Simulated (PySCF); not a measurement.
C4H6O2Si.
Z-matrix (Å and degrees, GFN2-xTB geometry), rows numbered from 1:
```
C 
Si  1  1.8905
C   2  1.8904  1  115.90
C   3  1.3310  2  107.18  1   114.04
C   4  1.4827  3  114.64  2    -0.15
O   5  1.1980  4  126.20  3   179.44
O   5  1.3476  4  111.74  3    -0.64
H   1  1.0846  2  110.63  3    78.51
H   1  1.0857  2  110.30  3  -162.32
H   1  1.0872  2  112.04  3   -42.24
H   2  1.4587  1  116.12  3  -137.00
H   3  1.0765  2  129.77  1   -66.42
H   4  1.0778  3  127.49  2   179.90
```

Definitions: NICS(0) = −σiso at the ring centroid; NICS(1) = −σiso and NICS(1)zz = −σzz at ±1 Å along the ring normal z. Level: GIAO PBE0/pcSseg-1 (PySCF, non-relativistic, gas phase) on the GFN2-xTB geometry, one conformer.

Ring bond lengths (Å), with Mayer bond orders in brackets: Si2–C3 1.890 (0.87), C3–C4 1.331 (1.82), C4–C5 1.483 (1.04), C5–O7 1.348 (1.01), O7–Si2 1.661 (0.91).

What do the NICS probes read (ppm)?

```tsv
ring	type	NICS(0)	NICS(1), two faces	NICS(1)zz, two faces	rms pucker (Å)	centre to ring atoms, mean (Å)
Si2–C3–C4–C5–O7	5-membered ring with O and Si; formal bonds 1 double, 4 single	-2.5	-3.5 / -3.4	-3.5 / -4.2	0.01	1.31
```

What do they say, and how far can they be read as aromaticity?

- Si2–C3–C4–C5–O7: mean NICS(1)zz -3.8 ppm, shielded. Si2 has four or more neighbours, and the NICS criterion for π rings isn't applied.

At the second NICS(1) probe listed for ring Si2–C3–C4–C5–O7, 1 Å off the ring, what do the in-plane components average?

The isotropic value is a third of the trace: (3 × -3.4 − (-4.2))/2 = -3.0 ppm.
